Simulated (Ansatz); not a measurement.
Molecule: SbCl₂ (charge +1, singlet). 
Geometry from a B3LYP-D3(BJ)/def2-TZVP (Ansatz, a quantum-chemistry and plane-wave program) optimisation:
```xyz
3

Sb     0.0105     0.0027     0.5827
Cl     0.9319    -1.4704    -0.8843
Cl    -0.9635     1.4623    -0.8637
```
Charge +1, spin multiplicity 1.

Basis-set convergence of Hartree-Fock and CCSD correlation energies (hartree) with Ansatz. Correlated levels leave the core frozen unless marked. Spin-orbit coupling is left out. The frozen core is the preceding noble-gas configuration, with the filled d and f shells of earlier blocks. Past Kr the def2 sets carry scalar-relativistic core potentials.

| basis | functions | E(HF) | E(corr, CCSD) |
|---|---|---|---|
| def2-SVP | 62 | -1157.73141 | -0.37216 |
| def2-TZVPP | 134 | -1158.06774 | -0.50513 |
| def2-QZVPP | 222 | -1158.09740 | -0.54792 |

Extrapolating the two largest sets (X = 3 and 4) as X^-3: E(corr) = (64·(-0.54792) - 27·(-0.50513))/37 = -0.5791 Eh, an estimate of the basis-set limit. The largest set recovers 94.6 % of it, the smallest 64.3 %.
